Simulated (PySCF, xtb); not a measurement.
TaOF3, SMILES [F][Ta]([F])([F])=[O], multiplicity 1.

Harmonic wavenumbers (cm⁻¹) from GFN2-xTB in xtb 6.7.1 at its own minimum, in rising order: 135, 135, 162, 206, 206, 411, 438, 438, 809.

Problem. What does B3LYP-D3(BJ)/def2-SVP in PySCF give at its own minimum? (An estimate is asked for; the answer gives what the named calculation found.)

Solution. 162, 162, 189, 259, 259, 701, 704, 704, 1020. Paired by order, the mean absolute difference is 136 cm⁻¹ and the zero-point energies are 4.2 and 5.9 kcal/mol.
